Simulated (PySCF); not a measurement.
Species: C₇H₈O.
Z-matrix (Å and degrees, PBE0-D3(BJ)/def2-SVP geometry), rows numbered from 1:
```
O 
C   1  1.3757
C   2  1.5700  1  117.13
C   3  1.5273  2   98.36  1    67.10
C   4  1.3403  3  107.25  2    36.52
C   5  1.5273  4  107.33  3     0.02
C   6  1.5215  2   97.61  1  -177.01
C   7  1.3395  6  107.41  2    36.99
H   1  0.9686  2  106.58  3   -53.26
H   2  1.1000  1  107.38  3  -126.48
H   3  1.0976  2  116.86  1   -58.00
H   4  1.0909  3  125.00  2  -146.56
H   5  1.0909  4  127.62  3   176.82
H   6  1.0976  2  116.84  1    57.91
H   7  1.0905  6  124.79  2  -143.23
H   8  1.0906  3  124.81  2   143.23
```

Computed with PySCF at PBE0/def2-SVPD, non-relativistic, on one gas-phase PBE0-D3(BJ)/def2-SVP geometry that isn't relaxed in the solvent. The solvent is an IEF-PCM continuum (Bondi radii, 1.10 Å for H, scaled by 1.2), and excitations are vertical TDDFT with non-equilibrium linear response and a frozen core. Only the electrostatic response of the medium enters.

Gas-phase singlets (H = HOMO, L = LUMO):

```
state  E (eV)  λ (nm)      f  leading configurations
   S1   5.095     243  0.000                 H→L 97%
   S2   5.803     214  0.015    H-1→L 80%, H→L+1 17%
   S3   5.852     212  0.027               H-2→L 98%
   S4   6.630     187  0.034               H→L+2 95%
   S5   6.992     177  0.052  H-1→L+1 54%, H→L+1 31%
```

What are the lowest 5 singlets in chloroform (ε = 4.711)?

```json
{"state": "S1", "E (eV)": "5.087", "λ (nm)": "244", "f": "0.000", "leading configurations": "H→L 98%", "change by rank (eV)": "-0.008"}
{"state": "S2", "E (eV)": "5.796", "λ (nm)": "214", "f": "0.024", "leading configurations": "H-1→L 83%, H→L+1 16%", "change by rank (eV)": "-0.007"}
{"state": "S3", "E (eV)": "5.968", "λ (nm)": "208", "f": "0.037", "leading configurations": "H-2→L 98%", "change by rank (eV)": "+0.116"}
{"state": "S4", "E (eV)": "6.653", "λ (nm)": "186", "f": "0.050", "leading configurations": "H→L+2 95%", "change by rank (eV)": "+0.023"}
{"state": "S5", "E (eV)": "6.962", "λ (nm)": "178", "f": "0.113", "leading configurations": "H→L+1 46%, H-1→L+1 39%", "change by rank (eV)": "-0.030"}
```

How does the list change in acetonitrile (ε = 35.69)?

| state | E (eV) | λ (nm) | f | leading configurations | change by rank (eV) |
| --- | --- | --- | --- | --- | --- |
| S1 | 5.099 | 243 | 0.000 | H→L 98% | +0.004 |
| S2 | 5.802 | 214 | 0.022 | H-1→L 82%, H→L+1 16% | -0.001 |
| S3 | 6.016 | 206 | 0.035 | H-2→L 98% | +0.164 |
| S4 | 6.668 | 186 | 0.048 | H→L+2 94% | +0.038 |
| S5 | 6.978 | 178 | 0.095 | H-1→L+1 44%, H→L+1 42% | -0.014 |

How do the frontier levels move from gas to acetonitrile?

```json
{"orbital": "LUMO+2", "gas (eV)": "0.81", "solvent (eV)": "0.92", "change (eV)": "+0.11"}
{"orbital": "LUMO+1", "gas (eV)": "0.68", "solvent (eV)": "0.81", "change (eV)": "+0.13"}
{"orbital": "LUMO", "gas (eV)": "-0.65", "solvent (eV)": "-0.54", "change (eV)": "+0.11"}
{"orbital": "HOMO", "gas (eV)": "-6.92", "solvent (eV)": "-6.83", "change (eV)": "+0.09"}
{"orbital": "HOMO-1", "gas (eV)": "-7.64", "solvent (eV)": "-7.55", "change (eV)": "+0.09"}
{"orbital": "HOMO-2", "gas (eV)": "-7.74", "solvent (eV)": "-7.82", "change (eV)": "-0.08"}
{"orbital": "HOMO-3", "gas (eV)": "-9.68", "solvent (eV)": "-9.52", "change (eV)": "+0.16"}
```

The HOMO–LUMO gap goes from 6.26 to 6.28 eV.

On Arm Neoverse N1, one thread, shared host with 64 logical CPUs at a one-minute load of 61, this took 73 s and 1.1 GiB of memory at its peak. This is the whole response run at PBE0/def2-SVPD in acetonitrile, SCF included.
